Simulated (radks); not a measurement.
Task: These are the eigenvalues of the occupied orbitals of an atom or ion with whole-number occupations (hartree). All-electron calculation, scalar-relativistic Kohn-Sham, PBE, spin-unpolarised, spherical densities, point nucleus. Program: a radial shooting solver on a logarithmic mesh with Libxc functionals.

1s: -1479.941
2s: -236.9592
2p: -212.2122
3s: -51.02551
3p: -43.15622
3d: -31.98186
4s: -10.32482
4p: -7.75632
4d: -4.06024
5s: -1.49166
5p: -0.85351
4f: -0.19777
6s: -0.13762
5d: -0.11242

Which element is it, and in what charge state? The configuration may be excited.

Result: Z = 58, cerium, charge 0: Ce in [Xe] 4f1 5d1 6s2. The list shows which subshells hold electrons but not how many an open one holds; the 1s level, -1479.9 hartree, gives Z - s = 54.4 by -(Z - s)^2/2, which with screening and relativity narrows Z to a few neighbours, and the depths of the outer levels then fix element, charge and occupations together.
